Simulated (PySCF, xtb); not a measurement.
C2H7BO3, SMILES COB(O)OC. One conformer was computed; it need not be the lowest.

Harmonic wavenumbers (cm⁻¹) from GFN2-xTB (xtb 6.7.1) at its own minimum, in rising order: 13, 21, 143, 164, 185, 243, 424, 507, 515, 585, 756, 928, 1062, 1107, 1131, 1132, 1149, 1152, 1263, 1293, 1400, 1409, 1463, 1464, 1477, 1478, 2948, 2950, 2979, 2982, 2983, 2984, 3655.

Task: What does PBE0-D3(BJ)/def2-SVP run with PySCF give at its own minimum? (Estimate from the structure and the level; the computed values follow.)

Result: 14, 32, 125, 175, 186, 261, 454, 522, 546, 683, 806, 982, 1144, 1173, 1183, 1185, 1202, 1240, 1420, 1440, 1468, 1471, 1477, 1480, 1512, 1548, 3039, 3041, 3126, 3128, 3155, 3155, 3923. Paired by order, the mean absolute difference is 72 cm⁻¹ and the zero-point energies are 62.8 and 66.2 kcal/mol.
